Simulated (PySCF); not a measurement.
No solvent model, a single conformation, equivalent nuclei averaged, relativity neglected. Shielding tensors at PBE0/pcSseg-1 (GIAO); geometry from GFN2-xTB; PySCF 2.14.0 with density-fitted response routines.

Shifts are taken against calculated references (same method and geometry level): TMS for 1H, 13C. Shifts are as computed. Against solution values, carbons near 30 ppm lie about +3 ppm off and those near 130 ppm about +5 ppm. Of 1309 compounds with measured shifts, 239 miss one by over three times the rms of a fit or turn the order of signals round; such compounds aren't used in these exercises. OH and NH positions are gas-phase values without hydrogen bonding to other molecules.

Task: Order these molecules by the shift of their most deshielded carbon, lowest δ first.
A. C=C1[SiH2][C@H]1C=O
B. O=C1CC=C[SiH2]1
C. FC(F)[C@]1(F)[SiH2][Si@@H](F)[SiH2]1
D. CCC#CC[SiH2]C
E. O[SiH2]/C=C/CF

Result: D (87.6 ppm, alkyne carbon), C (124.9 ppm, sp3 CH bonded to 2 F), E (150.9 ppm, alkene CH), A (198.2 ppm, aldehyde carbonyl carbon), B (254.6 ppm, carbonyl carbon).

Task: Order these molecules by the shift of their most deshielded carbon-bound hydrogen, lowest δ first.
A. CCC#CC[SiH2]C
B. O[SiH2]/C=C/CF
C. C=C1[SiH2][C@H]1C=O
D. O=C1CC=C[SiH2]1

Result: A (2.30 ppm, hydrogen on a propargylic sp3 CH2), B (6.32 ppm, hydrogen on an alkene CH), D (7.53 ppm, hydrogen on an alkene CH), C (9.01 ppm, hydrogen on an aldehyde carbonyl carbon).

Task: How many 13C and 1H signals does each give (equivalence by symmetry and fast rotation, but not about amide C–N or C=N bonds)? `O[SiH2]/C=C/CF`, `C=C1[SiH2][C@H]1C=O`, `CCC#CC[SiH2]C`, `FC(F)[C@]1(F)[SiH2][Si@@H](F)[SiH2]1`, `O=C1CC=C[SiH2]1`

Result: O[SiH2]/C=C/CF: 3 C, 5 H; C=C1[SiH2][C@H]1C=O: 4 C, 6 H; CCC#CC[SiH2]C: 6 C, 5 H; FC(F)[C@]1(F)[SiH2][Si@@H](F)[SiH2]1: 2 C, 4 H; O=C1CC=C[SiH2]1: 4 C, 4 H.
